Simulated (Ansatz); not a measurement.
The cluster Cu4Se2⁻. Total charge -1; doublet. Geometry B3LYP-D4/def2-SVP, that of the neutral singlet; atoms count from 1.

```xyz
6

Cu   -0.413   -0.015   -1.285
Cu   -0.297   -1.748    0.569
Cu    1.138    0.608    0.400
Cu   -1.235    0.496    1.298
Se    1.516   -1.474   -0.784
Se   -0.709    2.133   -0.199
```

Another isomer (singlet) lies 0.02 eV lower at PBE0-D4/def2-TZVP; other spin states weren't run for this one.

(1) Estimate the Mulliken populations from the PBE0/def2-SVP orbitals of Ansatz.

(2) Where does the spin sit?

(3) And the Mayer bond orders between bonded heavy atoms (over 0.3)?

Answers

(1) 
```tsv
atom	charge (e)	spin (α − β)	d electrons
Cu1	0.10	-0.01	9.78
Cu2	-0.11	0.39	9.78
Cu3	0.10	-0.01	9.78
Cu4	-0.11	0.39	9.78
Se5	-0.48	0.12	–
Se6	-0.48	0.11	–
```
Mulliken values and Mayer orders depend strongly on the basis.

(2) Summed by element: Cu 0.77, Se 0.23, of 1 unpaired in all. Largest on single atoms: Cu2 0.39, Cu4 0.39, Se5 0.12.

(3) Cu1–Se5 0.64 (2.47 Å); Cu1–Se6 0.67 (2.43 Å); Cu2–Cu4 0.64 (2.54 Å); Cu2–Se5 0.82 (2.28 Å); Cu3–Se5 0.67 (2.43 Å); Cu3–Se6 0.64 (2.47 Å); Cu4–Se6 0.82 (2.28 Å).
